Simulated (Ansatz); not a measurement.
Reaction (atomization): `S[SiH]1C[SiH2]1` → C• + 6 H• + S• + 2 Si•

Gas-phase electronic energies from Ansatz, PBE0-D4/def2-TZVP geometries. CCSD(T)/CBS is the MP2 limit (def2-TZVPP, def2-QZVPP) plus CCSD(T) − MP2 in def2-TZVPP, frozen cores. This one scheme is used for every species, atoms too. DFT in def2-TZVPP. No spin–orbit coupling; open shells (•) take unrestricted orbitals. Spin–orbit coupling would lower the free atoms: a little for C, S, Si. One conformer a species, not always the lowest.

```csv
level,ΔE (kJ/mol),difference from CCSD(T)/CBS
LDA (SPW92),3626.7,414.5
BLYP-D4,3168.8,-43.4
r2SCAN-D4,3230.3,18.1
r2SCAN0-D4,3197.3,-14.9
BHLYP-D4,3141.1,-71.1
ωB97X-V,3240.4,28.2
PBE,3210.8,-1.4
BLYP,3114.2,-98.0
r2SCANh,3210.1,-2.1
CAM-B3LYP,3178.8,-33.4
LC-ωPBE,3177.4,-34.8
HF/def2-SVP,2329.5,-882.7
MP2/def2-TZVPP,3133.0,-79.2
MP2/def2-QZVPP,3187.8,-24.4
SCS-MP2/def2-QZVPP,3198.8,-13.4
CCSD/CBS(def2),3165.4,-46.8
CCSD(T)/CBS,3212.2,0
```

Largest T1 diagnostic among the species: 0.012.

Leaving LDA and LC-ωPBE aside and taking each functional with its dispersion term where it has one, the values, not all of them listed here, spread over 110.7 kJ/mol, from BHLYP-D4 to B97M-V. LDA lies +416.0 kJ/mol from PBE without D4, its usual overbinding. From PBE to PBE0 (25 % exact exchange), in def2-TZVPP and without D4, ΔE moves by −22.0 kJ/mol: exact exchange takes away binding that semilocal exchange gives to molecules. At CCSD(T), def2-SVP lies −236.9 kJ/mol from the extrapolated value and def2-TZVPP −92.9 kJ/mol: correlation converges slowly with the basis, and small sets miss more of it in the bonded molecule than in its fragments.

For atomizations the MP2-based limit and the directly extrapolated one differ by several kJ/mol either way, and by 10 to 25 for some Ge, Se and Sn compounds, so smaller differences from it don't rank the levels.
